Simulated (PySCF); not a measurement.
C4H8S2, SMILES CS/C=C\SC, GFN2-xTB optimised geometry.

```
14

C      2.09     1.50     0.07
S      3.01    -0.06     0.01
C      1.80    -1.33     0.00
C      0.47    -1.33     0.00
S     -0.65     0.03     0.00
C     -2.21    -0.90     0.09
H      1.46     1.59    -0.80
H      1.51     1.55     0.98
H      2.85     2.28     0.07
H      2.31    -2.28    -0.01
H     -0.04    -2.28    -0.01
H     -2.31    -1.55    -0.78
H     -2.24    -1.48     1.01
H     -3.01    -0.17     0.10
```

Density from PBE0/def2-TZVP (PySCF) at that geometry.

Minimum of the electron density along straight lines between bonded atoms, close to the bond critical point (lines longer than 1.1 times the sum of covalent radii, or with two minima, are not listed):

| bond | length / Å | ρ at the minimum / e bohr⁻³ | ∇²ρ there / e bohr⁻⁵ | position (fraction from the first atom) |
|---|---|---|---|---|
| C1–S2 | 1.814 | 0.182 | -0.30 | 0.47 |
| S2–C3 | 1.746 | 0.205 | -0.41 | 0.51 |
| C3–C4 | 1.330 | ___ | -1.03 | 0.50 |
| C4–S5 | 1.762 | 0.200 | -0.39 | 0.48 |
| S5–C6 | 1.814 | 0.182 | -0.31 | 0.53 |
| C1–H7 | 1.084 | 0.284 | -1.00 | 0.65 |
| C1–H8 | 1.084 | 0.285 | -1.00 | 0.65 |
| C1–H9 | 1.086 | 0.281 | -0.97 | 0.65 |
| C3–H10 | 1.081 | 0.286 | -1.01 | 0.65 |
| C4–H11 | 1.079 | 0.286 | -1.01 | 0.65 |
| C6–H12 | 1.087 | 0.282 | -0.98 | 0.65 |
| C6–H13 | 1.087 | 0.282 | -0.98 | 0.65 |
| C6–H14 | 1.085 | 0.282 | -0.98 | 0.65 |

Q: Fill in the missing entries.

A: 
- C3–C4, ρ at the minimum / e bohr⁻³: 0.346
